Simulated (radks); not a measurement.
P3+, configuration [Ne] 3s2.

Calculated with a radial shooting solver on a logarithmic mesh with Libxc functionals: non-relativistic Kohn-Sham, PBE, spin-polarised, spherical densities, point nucleus.

Energy parts (Ry):
total: -677.78323
kinetic: 676.97915
electron-nucleus: -1580.45005
Hartree: 269.60820
exchange-correlation: -43.92054

Orbitals (lengths in bohr, moments of r in powers of bohr):
orbital  occ.  eigenvalue (Ry)     <r>
1s          2        -155.6422  0.1040
2s          2        -15.54115  0.5203
2p          6        -11.98213  0.4836
3s          2         -3.34448   1.674
3p          0         -2.59871   1.842

The highest occupied level is 3s at -45.504 eV. Virial ratio -V/T = 2.00119. The electron density at the nucleus is 2196 e/bohr^3.
